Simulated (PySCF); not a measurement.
TDDFT excited states: C4H9NSSi2

Compound: C4H9NSSi2.
Atom-mapped SMILES: `[N:1]#[C:2][C@H:3]1[CH2:4][Si@H:5]([S:6][SiH3:7])[CH2:8]1` (hydrogens: H9 on C3; H10, H11 on C4; H12 on Si5; H13, H14, H15 on Si7; H16, H17 on C8)

The calculation used TDDFT CAM-B3LYP/def2-SVPD, vertical, gas phase, core orbitals frozen in the response in PySCF. Geometry: GFN2-xTB, one conformer, isolated molecule. Torsions of this conformer, `[N:1]#[C:2][C@H:3]1[CH2:4][Si@H:5]([S:6][SiH3:7])[CH2:8]1`: C4–Si5–S6–Si7 -171°.

Task: List the vertical singlet excitations with oscillator strengths and describe the spectrum.

Result: 

```tsv
state	E (eV)	ν̃ (cm⁻¹)	f	main configurations (H = HOMO, L = LUMO)
S1	5.99	48280	0.021	H→L (91%)
S2	6.14	49530	0.016	H→L+1 (92%)
S3	6.49	52380	0.0047	H→L+2 (47%), H→L+3 (24%), H→L+5 (9%)
S4	7.10	57240	0.0027	H→L+3 (50%), H→L+2 (23%)
S5	7.25	58470	0.0034	H→L+4 (20%), H→L+5 (18%), H-1→L (14%)
S6	7.29	58790	0.050	H-2→L (39%), H-1→L (34%)
S7	7.34	59220	0.072	H-1→L (27%), H-2→L (20%), H→L+4 (16%)
S8	7.51	60550	0.096	H-1→L+1 (26%), H-1→L+2 (15%), H→L+5 (14%)
```

Triplets, Tamm–Dancoff:

```
state  E (eV)  λ (nm)  main configurations (H = HOMO, L = LUMO)
   T1    5.71   217.1                    H→L (71%), H→L+1 (17%)
   T2    5.80   213.7                    H→L+1 (71%), H→L (16%)
   T3    6.20   200.0                  H→L+2 (44%), H→L+3 (21%)
```

The lowest singlet comes at 207 nm (578 kJ/mol) in the ultraviolet; it is weak; its leading configuration is HOMO→LUMO (91%). The most intense listed level is S8 at 7.51 eV (165 nm, f = 0.096), 1.52 eV above S1. It is the last of those listed, so stronger ones may follow. Löwdin shares by element: HOMO sulfur 64%, silicon 17%, carbon 8% or more; LUMO silicon 37%, sulfur 18%, hydrogen 7% or more (atoms not listed hold the other 38%). Weighted by f, the mean energy of these states is 7.19 eV. The listed states span 1.52 eV, and the widest gap between neighbours is 0.60 eV (S3 to S4). Of the 8 states listed, 5 reach f = 0.01 and none stays under 0.0005. Singlets were solved by full linear response, triplets in the Tamm–Dancoff approximation.
